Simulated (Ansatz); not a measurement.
Gas-phase electronic energies from Ansatz, PBE0-D4/def2-TZVP geometries. CCSD(T)/CBS adds triple-zeta CCSD(T) − MP2 to the extrapolated MP2 energy (def2 sets, frozen cores). This one scheme is used for every species. Functionals use def2-TZVPP. One conformer a species, not always the lowest.

`C[SiH2]C` + `[BH2][AlH][OH]` → `[BH2][AlH][O][SiH2]C` + CH₄  (ligand exchange at the Si–C bond)

`C[SiH2]C`:

Z-matrix (Å, degrees):
```
C
Si 1 1.872
H 1 1.093 2 110.9
H 1 1.092 2 111.0 3 120.0
H 1 1.093 2 110.9 3 -120.0
C 2 1.872 1 111.5 3 60.0
H 2 1.491 1 109.5 3 -178.7
H 2 1.491 1 109.5 3 -61.3
H 6 1.092 2 111.0 1 -180.0
H 6 1.093 2 110.9 1 -60.0
H 6 1.093 2 110.9 1 60.0
```

`[BH2][AlH][OH]`:

Z-matrix (Å, degrees):
```
B
Al 1 2.121
H 1 1.199 2 122.7
H 1 1.199 2 122.7 3 -178.8
O 2 1.703 1 116.4 3 -90.7
H 2 1.595 1 125.1 3 89.3
H 5 0.956 2 123.0 1 179.9
```

`[BH2][AlH][O][SiH2]C`:

```xyz
13

B     0.000   -3.135    1.273
Al    0.562   -1.107    1.546
O    -0.057    0.046    0.480
Si   -0.786    0.960   -0.651
C     0.402    2.199   -1.372
H    -0.960   -3.620    1.805
H     0.618   -3.894    0.579
H     1.536   -0.575    2.684
H    -1.314    0.085   -1.738
H    -1.941    1.668   -0.032
H    -0.100    2.814   -2.124
H     1.247    1.699   -1.853
H     0.793    2.862   -0.597
```

CH₄:

Z-matrix (Å, degrees):
```
C
H 1 1.090
H 1 1.090 2 109.5
H 1 1.090 2 109.5 3 -120.0
H 1 1.090 2 109.5 3 120.0
```

```tsv
level	ΔE (kJ/mol)
ωB97X-V	-119.6
MP2/CBS(def2)	-122.1
```

What does CCSD(T)/CBS give? (Best estimate.)

Ansatz gave: -120.9 kJ/mol. The listed levels differ from it by 1.3, -1.2 kJ/mol.

Largest T1 diagnostic among the species: 0.012.

In def2-TZVPP, CCSD(T) changes the Hartree–Fock value by +19.5 kJ/mol (the triples alone add +2.2 kJ/mol) and MP2 by +18.4 kJ/mol. From PBE to PBE0 (25 % exact exchange), in def2-TZVPP and without D4, ΔE moves by −5.2 kJ/mol.
